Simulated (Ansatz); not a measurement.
Ga(H)(SiH3)2 (GaH7Si2), SMILES [SiH3][GaH][SiH3].

Geometry optimised at ωB97X-D3(BJ)/def2-SVP.

Two levels are set side by side: PBE/def2-SVPD (Ansatz, an electronic-structure program) and PBE0/def2-SVPD (Ansatz). Energy differences of separate SCF runs at the same geometry; the states with an electron removed or added have multiplicity 2 and 2. Differences are taken from unrounded values.

| quantity | PBE0 |
|---|---|
| vertical ionisation energy (eV) | 9.11 |
| vertical electron affinity (eV) | 0.84 |
| vertical singlet–triplet gap (eV) | 3.08 |

Q: What does PBE give, and how far is it from PBE0? (The exact figures need the calculation; the answer reports its results.)

A: 
```json
[
 {"quantity": "vertical ionisation energy (eV)", "PBE": "8.94", "PBE minus PBE0": "-0.17"},
 {"quantity": "vertical electron affinity (eV)", "PBE": "0.85", "PBE minus PBE0": "0.01"},
 {"quantity": "vertical singlet–triplet gap (eV)", "PBE": "2.93", "PBE minus PBE0": "-0.15"}
]
```
